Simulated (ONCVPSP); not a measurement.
## Pb (Z = 82): ONCV pseudisation with PBE, scalar-relativistic reference atom.

- Element: Pb
- Generator: ONCVPSP 4.0.1
- Type: optimised norm-conserving Vanderbilt (ONCV)
- Functional: PBE
- Relativity: scalar-relativistic
- Frozen core: [Xe] 4f14 5d10
- Valence charge: 4
- Reference configuration: 6s2 (charge +2)
- Partial waves: 6s: rc 2.00 bohr, ncon 4, nbas 7, qcut 3.1 1/bohr, 2 projectors, debl 3.5 Ha; p scattering state at 0.09 Ha: rc 2.10 bohr, ncon 5, nbas 9, qcut 3.2 1/bohr, 2 projectors, debl 3 Ha
- Local potential: polynomial inside 1.65 bohr (lpopt 5, dvloc0 6 Ha)
- Core correction: none

In the p channel the program set the typed energies aside and used 0.050, 3.050 Ha.

What the tests gave:

* Cutoffs needed: 17 Ha and 27 Ha (the cutoffs (Ha) at which the residual kinetic energy of the hardest occupied pseudo-wave falls to 1 and 0.1 mHa per electron)
* Ghost test: no bound ghost flagged; GHOST(+) flagged for s at 102.6 eV
* Largest excitation error: +569 meV (all-electron minus pseudo) for 6s1 6p3, out of 4 test configurations

Generation and tests took about 4.1 s on one core of a shared server CPU.
